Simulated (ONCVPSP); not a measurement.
# Re, ONCV: configuration errors across variants

```
Element                 : rhenium (Re)
Generator               : ONCVPSP 4.0.1
Type                    : optimised norm-conserving Vanderbilt (ONCV)
Functional              : PBEsol
Relativity              : scalar-relativistic
Frozen core             : [Kr] 4d10 4f14
Valence charge          : 15
Reference configuration : 5s2 5p6 5d5 6s2
Partial waves           : 5s+6s: rc 2.00 bohr, ncon 4, nbas 7, qcut 6.9 1/bohr, 2 projectors; 5p: rc 1.70 bohr, ncon 4, nbas 8, qcut 9.9 1/bohr, 2 projectors, debl 0.6 Ha; 5d: rc 2.60 bohr, ncon 3, nbas 7, qcut 6.3 1/bohr, 2 projectors, debl 2.1 Ha; f scattering state at 0.27 Ha: rc 2.25 bohr, ncon 4, nbas 9, qcut 5.4 1/bohr, 2 projectors, debl 2.6 Ha
Local potential         : polynomial inside 1.65 bohr (lpopt 5, dvloc0 0 Ha)
Core correction         : none
```

In the p channel the program set the typed energies aside and used -1.728, 0.250 Ha.

All-electron excitation energies from the reference (eV): (1) 5s2 5p6 5d5 6s1 9.293; (2) 5s2 5p6 5d5 6s0 25.637; (3) 5s2 5p6 5d4 6s0 52.795; (4) 5s2 5p5 5d5 6s2 52.951.

3 further variants failed, have other tests or too few solved ones, and are left out.

A true bound ghost makes a file unfit for plane-wave use even where its test errors are small: the radial tests pick states by their node count and pass the ghost by.

Errors AE − PS in meV (a dash: test not solved or not reliable):

| change | (1) | (2) | (3) | (4) | bound ghosts | GHOST(+) flags above zero |
| --- | --- | --- | --- | --- | --- | --- |
| base | -3.7 | -12 | -17 | -151 | none | none |
| s: qcut 4.6; p: qcut 6.6; d: qcut 4.2; f: qcut 3.6 | -3.4 | -23 | -21 | -316 | none | d, f |
| s: qcut 5.1; p: qcut 7.3; d: qcut 4.6; f: qcut 4 | -3.3 | -18 | -18 | -269 | none | f |
| s: qcut 5.8; p: qcut 8.3; d: qcut 5.3; f: qcut 4.5 | -3.4 | -14 | -17 | -208 | f | d, f |
| s: qcut 7; p: qcut 10; d: qcut 6.4; f: qcut 5.5 | -3.7 | -12 | -17 | -147 | none | none |
| s: qcut 7.5; p: qcut 10.7; d: qcut 6.8; f: qcut 5.9 | -3.7 | -11 | -17 | -128 | none | s |
| s: qcut 8.1; p: qcut 11.6; d: qcut 7.4; f: qcut 6.3 | -3.4 | -9.1 | -16 | -101 | none | s |

(1) Give the same row for: s: qcut 6.3; p: qcut 9.1; d: qcut 5.8; f: qcut 4.9.

## Answers

(1) -3.6, -13, -17, -176; bound ghosts: none; GHOST(+) flags above zero: f.
